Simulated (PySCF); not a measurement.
The third ionisation energy along the 5p block

Calculated with PySCF 2.14 from differences of total energies of unrestricted determinants, without spin-orbit coupling. Values in eV. The last column holds reference values (NIST; (s) semi-empirical, (t) theoretical, else measured). Unmarked ones compare directly (S terms, centres of terms, or small fine structure); those marked * lie between the lowest fine-structure levels and include a spin-orbit shift.

| element | configurations | UHF | LDA | PBE | r2SCAN | MP2 (valence) | MP2 (valence and next inner shell) | reference |
| --- | --- | --- | --- | --- | --- | --- | --- | --- |
| In (aug-cc-pwCVTZ-PP with ECP28MDF, ECP) | [Kr] 4d10 5s1 → [Kr] 4d10 | 26.619 | 29.093 | 28.677 | 28.381 | n/a | 28.116 | 28.044 |
| Sn (aug-cc-pwCVTZ-PP with ECP28MDF, ECP) | [Kr] 4d10 5s2 → [Kr] 4d10 5s1 | 28.533 | 31.283 | 30.799 | 30.467 | 29.234 | 30.624 | 30.506 |
| Sb (aug-cc-pwCVTZ-PP with ECP28MDF, ECP) | [Kr] 4d10 5s2 5p1 → [Kr] 4d10 5s2 | 24.154 | 24.932 | 24.714 | 24.892 | 24.387 | 24.633 | 25.323 * |
| Te (aug-cc-pwCVTZ-PP with ECP28MDF, ECP) | [Kr] 4d10 5s2 5p2 → [Kr] 4d10 5s2 5p1 | 26.969 | 27.709 | 27.492 | 27.709 | 27.317 | 27.585 | 27.84 ± 0.04 * |
| I (aug-cc-pwCVTZ-PP with ECP28MDF, ECP) | [Kr] 4d10 5s2 5p3 → [Kr] 4d10 5s2 5p2 | 29.841 | 30.469 | 30.267 | 30.563 | 30.296 | 30.575 | 29.57 ± 0.025 * |
| Xe (aug-cc-pwCVTZ-PP with ECP28MDF, ECP) | [Kr] 4d10 5s2 5p4 → [Kr] 4d10 5s2 5p3 | 29.381 | 30.830 | 30.500 | 30.538 | 30.052 | 30.267 | 31.05 ± 0.04 (s) * |

"Valence" correlates the outer s and p shells and, in groups 3 to 12 and the f block, the outer d or f shell, open or full, or the next shell where the ion has no valence electron left; the wider scheme adds the next inner shell.
